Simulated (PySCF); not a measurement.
**Electron correlation in In (indium, neutral)**

Starting occupation: [Kr] 4d10 5s2 5p1, 5p3/2 with m_j = +3/2. Computed with PySCF 2.14 in x2c-QZVPPall-2c, with X2C-1e with screened-nucleus spin-orbit coupling, Gaussian nucleus. Frozen: [Ar] 3d10; 21 electrons correlated; the 32 highest virtual spinors left out.

MP2 pair energies summed by pair of shells (mhartree):

| pair | energy | share (%) |
| --- | --- | --- |
| 4d3/2-4d5/2 | -163.40 | 23.2 |
| 4d5/2-4d5/2 | -117.45 | 16.7 |
| 4d5/2-4p3/2 | -52.85 | 7.5 |
| 4d3/2-4d3/2 | -51.54 | 7.3 |
| 4d5/2-5s1/2 | -46.21 | 6.6 |
| 4d3/2-4p3/2 | -36.38 | 5.2 |
| 4d3/2-5s1/2 | -30.25 | 4.3 |
| 4d5/2-4p1/2 | -27.07 | 3.8 |
| 4p3/2-4p3/2 | -20.28 | 2.9 |
| 4p1/2-4p3/2 | -19.67 | 2.8 |
| 4d5/2-4s1/2 | -18.99 | 2.7 |
| 5s1/2-5s1/2 | -18.79 | 2.7 |
| 4d3/2-4p1/2 | -17.64 | 2.5 |
| 5p3/2-5s1/2 | -14.95 | 2.1 |
| 4p3/2-4s1/2 | -13.01 | 1.9 |
| 4d3/2-4s1/2 | -12.83 | 1.8 |
| 4d5/2-5p3/2 | -9.08 | 1.3 |
| 4p1/2-4s1/2 | -6.71 | 1.0 |
| 4p3/2-5s1/2 | -5.78 | 0.8 |
| 4d3/2-5p3/2 | -5.76 | 0.8 |
| 4p1/2-4p1/2 | -5.48 | 0.8 |
| 4s1/2-4s1/2 | -3.93 | 0.6 |
| 4p1/2-5s1/2 | -2.63 | 0.4 |
| 4p3/2-5p3/2 | -1.00 | 0.1 |
| 4s1/2-5s1/2 | -0.99 | 0.1 |
| 4p1/2-5p3/2 | -0.49 | 0.1 |
| 4s1/2-5p3/2 | -0.19 | 0.0 |

Total MP2 correlation energy: -703.34 mhartree.

This basis was not built for core-valence correlation, so the inner-shell part is incomplete.
